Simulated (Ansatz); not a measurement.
C₂H₆GeOSi, SMILES `O[SiH2]C#[C][GeH3]`. Total charge 0; spin multiplicity 1. The structure was optimised at the PBE0-D4/def2-TZVP level. It is one conformer, not always the lowest.

```xyz
11

O     2.358   -0.934    1.790
Si    2.180   -0.303    0.285
C     0.426    0.058   -0.084
C    -0.741    0.283   -0.334
Ge   -2.567    0.648   -0.722
H     1.822   -1.694    2.021
H     2.664   -1.233   -0.767
H     2.964    0.950    0.272
H    -3.053   -0.350   -1.779
H    -2.675    2.082   -1.252
H    -3.377    0.493    0.570
```

(1) What is the dipole moment at ωB97M-V/def2-TZVPP? (Estimate.)

(2) And with PBE, r2SCAN, B3LYP? (An estimate is asked.)

(3) Give the Mulliken charges with ωB97M-V, B3LYP, r2SCAN in def2-TZVPP. (Best estimate.)

Results:

(1) Computed: 1.76 D, with components (-1.54, -0.79, -0.29) D in this frame, pointing from negative to positive charge.

(2) Computed: PBE 1.70 D, r2SCAN 1.74 D, B3LYP 1.74 D.

(3) Ansatz gave: 
```json
{"atom": "O1", "ωB97M-V": "-0.38", "B3LYP": "-0.39", "r2SCAN": "-0.41"}
{"atom": "Si2", "ωB97M-V": "0.49", "B3LYP": "0.55", "r2SCAN": "0.60"}
{"atom": "C3", "ωB97M-V": "-0.42", "B3LYP": "-0.35", "r2SCAN": "-0.38"}
{"atom": "C4", "ωB97M-V": "0.01", "B3LYP": "-0.01", "r2SCAN": "-0.03"}
{"atom": "Ge5", "ωB97M-V": "0.12", "B3LYP": "0.16", "r2SCAN": "0.18"}
{"atom": "H6", "ωB97M-V": "0.18", "B3LYP": "0.19", "r2SCAN": "0.20"}
{"atom": "H7", "ωB97M-V": "-0.05", "B3LYP": "-0.09", "r2SCAN": "-0.10"}
{"atom": "H8", "ωB97M-V": "-0.03", "B3LYP": "-0.07", "r2SCAN": "-0.08"}
{"atom": "H9", "ωB97M-V": "0.03", "B3LYP": "0.01", "r2SCAN": "0.00"}
{"atom": "H10", "ωB97M-V": "0.03", "B3LYP": "0.01", "r2SCAN": "0.00"}
{"atom": "H11", "ωB97M-V": "0.03", "B3LYP": "0.01", "r2SCAN": "0.00"}
```

B3LYP here is the variant with VWN-RPA as its local correlation; programs differ in this.
